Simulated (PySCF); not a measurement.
Stationary points of [CrSe2]+

These are results of PySCF, B3LYP, basis Cr def2-SVP, Se def2-SVP (no relativity, density fitting), not measurements.

Relaxations began from a few typed shapes; open shells are unrestricted. The search is not exhaustive: other isomers or separated fragments can lie lower, and high-lying points may rest on an excited occupation.

**Question.** Order these stationary points by electronic energy, lowest first, in kJ/mol from the lowest minimum.
A. broken-symmetry Ms = 1/2 (⟨S²⟩ 3.10) D∞h: Cr–Se 2.360 Å (×2); Se–Cr–Se 180.0°
B. broken-symmetry Ms = 1/2 (⟨S²⟩ 3.10) C2v: Cr–Se 2.291 Å (×2); Se–Cr–Se 114.6°

**Answer.** B (0.0), A (68.8).

**Question.** Which of them are minima?

**Answer.** By energy in kJ/mol, 0.0: minimum; 68.8: minimum.

For the lowest minimum: the determinant is spin-contaminated (⟨S²⟩ = 3.10, pure value 0.75). With open d or f shells other occupations or spin states may lie lower.

The electron or spin density has lower symmetry than the nuclear frame for the broken-symmetry Ms = 1/2 (⟨S²⟩ 3.10) D∞h at 68.8 kJ/mol.
